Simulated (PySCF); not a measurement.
F₄H₄O₂Si, neutral, multiplicity 1. Atoms are numbered in the order given.

```xyz
11

Si     0.0000     0.0000    -0.2347
F     -0.0586     1.6240     0.0848
F      0.0586    -1.6240     0.0848
F     -1.2691    -0.0506    -1.2615
F      1.2691     0.0506    -1.2615
O     -1.3510    -0.0345     1.2542
H     -2.0132    -0.6899     0.9917
H     -1.7750     0.8354     1.2082
O      1.3510     0.0345     1.2542
H      2.0132     0.6899     0.9917
H      1.7750    -0.8354     1.2082
```

The structure is a stationary point at PBE0-D3(BJ)/def2-SVP. The values are those of a single conformer.

The numbers are results of TDDFT-PBE/def2-SVPD in PySCF, not measurements.

Vertical excitations. The molecule is in vacuum. State labels are in the subgroup C2.

| state | symmetry | energy (eV) | λ (nm) | f | main pairs |
|---|---|---|---|---|---|
| S1 | A | 7.12 | 174 | 0.000 | HOMO→LUMO 100 % |
| S2 | B | 7.16 | 173 | 0.008 | HOMO−1→LUMO 98 % |
| S3 | B | 7.24 | 171 | 0.005 | HOMO−2→LUMO 99 % |
| S4 | A | 7.61 | 163 | 0.047 | HOMO−3→LUMO 93 % |
| S5 | B | 7.71 | 161 | 0.050 | HOMO−4→LUMO 98 % |
| S6 | B | 7.81 | 159 | 0.005 | HOMO→LUMO+1 99 % |
| S7 | A | 7.83 | 158 | 0.018 | HOMO−1→LUMO+1 80 % |
| S8 | A | 7.88 | 157 | 0.006 | HOMO−2→LUMO+1 80 %, HOMO−5→LUMO 15 % |
| S9 | A | 7.95 | 156 | 0.017 | HOMO−5→LUMO 80 % |
| S10 | B | 8.21 | 151 | 0.024 | HOMO−3→LUMO+1 99 % |
| T1 | B | 7.08 | 175 | 0 | HOMO−1→LUMO 99 % |
| T2 | A | 7.08 | 175 | 0 | HOMO→LUMO 100 % |
| T3 | B | 7.18 | 173 | 0 | HOMO−2→LUMO 99 % |
| T4 | A | 7.44 | 167 | 0 | HOMO−3→LUMO 98 % |
Triplets are in the Tamm–Dancoff approximation, which puts them higher than full response would, so one can lie above its singlet here.
